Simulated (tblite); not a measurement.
Run record: molecular-dynamics run, `C=CCC=[N+](C)C`.

Computed with GFN2-xTB (tblite), gas phase: Langevin dynamics at 400 K from the optimised GFN2-xTB geometry, time step 0.5 fs, friction 0.01 fs⁻¹, 2000 steps. The input is one job of a driver script: a line of settings, then coordinates in Å. «temperature» is in K, «steps» counts time steps and «every» is the stride of the printed frames; «frames» go on to single points.

Command:
```bash
OMP_NUM_THREADS=1 python probes_run.py task.json out
```

Input:
```
{"job": {"kind": "md", "xc": "GFN2-xTB", "basis": "xTB", "temperature": 400, "steps": 2000, "every": 50, "frames": 5}, "charge": 1, "multiplicity": 1}
C      2.359878     0.412578     1.262324
C      1.681319    -0.642224     0.856246
C      1.225336    -0.840176    -0.583082
C     -0.239111    -0.987664    -0.563089
N     -1.071743    -0.013753    -0.545478
C     -2.495343    -0.217400    -0.464515
C     -0.641523     1.365199    -0.589616
H      2.702124     0.494078     2.279400
H      2.641180     1.215543     0.600169
H      1.431954    -1.446302     1.532170
H      1.551132     0.011392    -1.180584
H      1.685305    -1.751605    -0.968558
H     -0.644947    -1.991283    -0.492333
H     -2.744366    -1.276054    -0.434863
H     -2.980113     0.235837    -1.330976
H     -2.886599     0.265096     0.433009
H      0.027522     1.577477     0.246368
H     -0.107800     1.574828    -1.518218
H     -1.504007     2.023684    -0.530673
```

Output:
```
t/fs     T/K      E/eV
    0.0   325.0   -583.19980
   25.0   281.9   -582.78026
   50.0   391.6   -582.75356
   75.0   382.6   -582.56443
  100.0   344.5   -582.48867
  125.0   298.5   -582.08633
  150.0   346.6   -582.41240
  175.0   368.3   -582.41632
  200.0   370.9   -582.34492
  225.0   324.8   -582.41171
  250.0   376.9   -582.47946
  275.0   364.3   -582.48501
  300.0   313.8   -582.37667
  325.0   347.5   -582.39680
  350.0   309.2   -582.40318
  375.0   285.2   -582.28129
  400.0   355.6   -582.51488
  425.0   295.1   -582.42490
  450.0   377.8   -582.47031
  475.0   415.7   -582.35844
  500.0   449.2   -582.48171
  525.0   423.3   -582.36451
  550.0   454.2   -582.42045
  575.0   401.8   -582.45908
  600.0   396.7   -582.40686
  625.0   463.3   -582.53165
  650.0   513.8   -582.26663
  675.0   462.4   -581.95496
  700.0   560.5   -582.11975
  725.0   422.5   -582.34162
  750.0   421.1   -582.32719
  775.0   504.3   -582.45815
  800.0   343.7   -582.14181
  825.0   327.8   -582.42824
  850.0   341.9   -582.51330
  875.0   329.2   -582.43105
  900.0   292.2   -582.36464
  925.0   461.3   -582.66162
  950.0   376.6   -582.17218
  975.0   416.0   -582.35103
 1000.0   413.8   -582.33182
```

E is the potential energy; T comes from the kinetic energy over all 3N coordinates.

Problem. Sum up the printed frames.

Solution. 41 frames over 1000 fs. T runs from 282 K (25 fs) to 560 K (700 fs), with a mean of 382 K over all frames and 418 K from 500 fs on. E starts at -583.200 eV, peaks 1.245 eV above that at 675 fs, and averages 0.841 eV above it from 500 fs on.

Problem. Give the last frame.

Solution. 0.65 Å rms from the start after alignment:
```
atom  x, y, z in Å  |  force x, y, z in eV/Å
C1      3.564    0.451    0.386    2.175   3.496   1.047
C2      2.670   -0.382    0.021   -2.394  -1.723  -0.368
C3      1.449    0.116   -0.746    0.412   0.276   0.430
C4      0.174   -0.158   -0.122    0.316  -0.887   0.096
N5     -0.753    0.709   -0.045   -1.528  -0.895   0.701
C6     -2.059    0.250    0.491   -0.061   0.787   0.802
C7     -0.698    2.099   -0.413   -3.066  -0.272   0.880
H8      4.559    0.234    0.660    0.637  -0.967   0.813
H9      3.516    1.574    0.464   -0.552  -1.124  -0.963
H10     2.654   -1.444    0.305    0.403   0.450  -0.708
H11     1.565    1.177   -0.983    0.144  -0.171   0.004
H12     1.452   -0.434   -1.672    0.095  -0.351  -0.643
H13     0.001   -1.194    0.269    0.093   1.011  -0.338
H14    -2.088   -0.863    0.675    0.152   1.421   0.001
H15    -2.830    0.501   -0.231   -0.084  -0.134  -0.265
H16    -2.364    0.875    1.413    0.715  -1.215  -1.078
H17     0.223    2.568   -0.459    1.812   0.382  -0.365
H18    -1.338    2.325   -1.290    0.590  -0.340   0.157
H19    -1.239    2.581    0.422    0.141   0.254  -0.202
```

On an AMD EPYC 7R13 with one thread, shared host, this took 11 s and 0.18 GiB of memory at its peak.
